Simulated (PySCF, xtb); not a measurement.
C₂H₅FSi₂, SMILES C#C[Si@@H](F)[SiH3].

GFN2-xTB (xtb) at its own geometry gives an orbital gap of 4.17 eV and a dipole moment of 1.82 D.

Geometry optimised at ωB97X-D3(BJ)/def2-SVP. The structure was generated by enumeration; whether it is a known compound was not checked.

Task: What does PBE/def2-TZVP (PySCF) give? (An estimate is asked for; the answer gives what the named calculation found.)

Result: gap 4.89 eV (levels -6.93 and -2.05 eV), dipole 1.64 D.
